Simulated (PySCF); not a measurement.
C3H8FNSi, SMILES F[C@H]([SiH3])/C=N/C.

Coordinates come from a B3LYP-D3(BJ)/def2-SVP optimisation. The structure was generated by enumeration; whether it is a known compound was not checked. Other conformers were not sampled.

Computed with TDA-PBE/def2-SVPD run with PySCF.

Vertical excitations. The molecule is in vacuum.

List the lowest excited states. (Estimate from the structure and the level; the computed values follow.)


| state | energy (eV) | λ (nm) | f | main pairs |
|---|---|---|---|---|
| S1 | 4.76 | 261 | 0.003 | HOMO→LUMO 99 % |
| S2 | 5.54 | 224 | 0.050 | HOMO−1→LUMO 83 %, HOMO−2→LUMO 14 % |
| S3 | 6.22 | 199 | 0.008 | HOMO→LUMO+1 88 % |
| S4 | 6.28 | 197 | 0.007 | HOMO−3→LUMO 88 % |
| S5 | 6.40 | 194 | 0.020 | HOMO→LUMO+2 94 % |
| S6 | 6.47 | 192 | 0.004 | HOMO−4→LUMO 93 % |
| S7 | 6.57 | 189 | 0.056 | HOMO→LUMO+3 96 % |
| S8 | 6.80 | 182 | 0.007 | HOMO−5→LUMO 70 %, HOMO−2→LUMO 14 % |
| S9 | 6.84 | 181 | 0.001 | HOMO→LUMO+4 84 % |
| S10 | 7.03 | 176 | 0.009 | HOMO−1→LUMO+1 80 % |
| T1 | 3.98 | 312 | 0 | HOMO→LUMO 99 % |
| T2 | 4.63 | 268 | 0 | HOMO−1→LUMO 81 %, HOMO−2→LUMO 16 % |
| T3 | 5.64 | 220 | 0 | HOMO−2→LUMO 80 %, HOMO−1→LUMO 18 % |
| T4 | 6.10 | 203 | 0 | HOMO→LUMO+1 90 % |
Triplets are in the Tamm–Dancoff approximation.
